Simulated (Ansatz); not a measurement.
One elementary step

Start structure (Si$_{2}$H$_{8}$Cl$_{2}$O$_{3}$, singlet), relaxed at PBE0-D4/def2-TZVP:

```
atom    x (Å)    y (Å)    z (Å)
 Si1  -1.1069   0.0331  -1.2840
 Si2   0.7657  -1.3281  -1.5858
 Cl3  -2.2639   0.0491  -2.9654
 Cl4  -2.2539  -0.9045   0.1957
  O5  -0.8110   1.5567  -0.8782
  H6   0.6739   1.1413   1.7297
  O7   0.8891   1.8753   1.1176
  H8  -0.7290  -0.5987   2.0084
  O9   0.0472  -0.3096   2.5079
 H10   1.4970  -1.4228  -0.2927
 H11   0.3280  -2.6872  -1.9949
 H12   1.6657  -0.7534  -2.6176
 H13  -0.1678   1.7435  -0.1458
 H14   0.8492   2.6851   1.6303
 H15   0.6168  -1.0797   2.5747
```

The step: Si₂H₄Cl₂O ([OH][Si]([SiH3])([Cl])[Cl]) + H₂O + H₂O → SiH₂Cl₂O₂ ([OH][Si]([OH])([Cl])[Cl]) + SiH₄ + H₂O; bonds formed: Si1–O7, Si2–H8, H6–O9; bonds broken: Si1–Si2, H6–O7, H8–O9. Program: Ansatz 0.2.0. Basis: def2-TZVPP and def2-QZVPP. Cores are frozen in the correlated methods. Extrapolation: Hartree–Fock as exp(−7.88 √X), correlation as X^−2.97. Energies below are by CCSD(T) at an estimated basis limit (MP2 extrapolated from triple and quadruple zeta, plus CCSD(T) − MP2 in triple zeta).

(1) What are the electronic barrier and the energy of the step, from the start structure to the end structure? (To be estimated.)

The T1 diagnostic stays at or below 0.012.

## Answers

(1) The calculation gives: Barrier 2.462 eV; step energy -0.867 eV (downhill); reverse barrier, their difference, 3.329 eV. Barrier and step energy count from the start structure, the reverse barrier from the end structure.

The saddle point: One imaginary mode of 1089i cm⁻¹.
| pair | start (Å) | saddle (Å) | end (Å) |
| --- | --- | --- | --- |
| Si1–O7 | 3.63 | 1.79 | 1.61 |
| Si2–H8 | 3.96 | 1.83 | 1.49 |
| H6–O9 | 1.76 | 1.03 | 0.96 |
| Si1–Si2 | 2.33 | 2.58 | 4.74 |
| H6–O7 | 0.98 | 1.52 | 3.16 |
| H8–O9 | 0.97 | 1.26 | 2.91 |

Zero-point energy (harmonic, PBE0-D4): ZPE is 2.535 eV at the start and 2.440 eV at the saddle, so the barrier goes from 2.462 to 2.367 eV.

Labels in which every atom is bracketed show which atoms are joined, not bond orders.

For scale, one of the runs: CCSD(T)/def2-TZVPP, 373 basis functions, launched by `ansatz run in.yaml --threads 4 --pin off --events-out ev --progress --plain --max-ram 66560MiB --backend cuda --devices 0, --max-vram 37GiB`. The run took 25 s on 4 CPU threads of an AMD EPYC 7R13 and a share of one NVIDIA H100 (shared host), with 0.85 GiB of host memory at its peak.
